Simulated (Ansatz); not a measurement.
LaF3. Total charge 0; singlet. Geometry PBE0-D4/def2-TZVP.

```xyz
4

La    0.135    0.321    0.122
F     0.318    0.488   -2.007
F    -1.879    0.321    0.857
F     1.426   -1.130    1.028
```

In the def2 sets La takes a core potential; there is no spin–orbit coupling.

Q: Estimate the orbital energies around the gap (eV) in Ansatz with PBE-D4/def2-TZVP, PBE-D4/def2-TZVPD, r2SCAN-D4/def2-TZVP, r2SCAN0-D4/def2-TZVP, CAM-B3LYP-D4/def2-TZVP.

A: 
| orbital | PBE-D4/def2-TZVP | PBE-D4/def2-TZVPD | r2SCAN-D4/def2-TZVP | r2SCAN0-D4/def2-TZVP | CAM-B3LYP-D4/def2-TZVP |
| --- | --- | --- | --- | --- | --- |
| HOMO−9 | -21.14 | -21.18 | -21.91 | -23.75 | -24.87 |
| HOMO−8 | -9.10 | -9.17 | -9.49 | -11.35 | -12.63 |
| HOMO−7 | -9.10 | -9.17 | -9.49 | -11.35 | -12.63 |
| HOMO−6 | -8.95 | -9.03 | -9.33 | -11.20 | -12.46 |
| HOMO−5 | -8.78 | -8.85 | -9.17 | -10.99 | -12.27 |
| HOMO−4 | -8.78 | -8.85 | -9.17 | -10.99 | -12.27 |
| HOMO−3 | -8.40 | -8.48 | -8.82 | -10.69 | -11.93 |
| HOMO−2 | -8.36 | -8.44 | -8.75 | -10.55 | -11.79 |
| HOMO−1 | -8.03 | -8.11 | -8.41 | -10.20 | -11.43 |
| HOMO | -8.03 | -8.11 | -8.41 | -10.20 | -11.43 |
| LUMO | -2.80 | -2.79 | -2.26 | -1.81 | -1.55 |
| LUMO+1 | -1.33 | -1.38 | -0.98 | -0.35 | 0.28 |
| LUMO+2 | -1.33 | -1.38 | -0.98 | -0.35 | 0.28 |
| LUMO+3 | -0.48 | -0.53 | -0.03 | 0.42 | 0.82 |
| LUMO+4 | -0.01 | -0.14 | 0.60 | 0.91 | 0.97 |
| LUMO+5 | 0.19 | 0.02 | 0.66 | 1.16 | 1.56 |
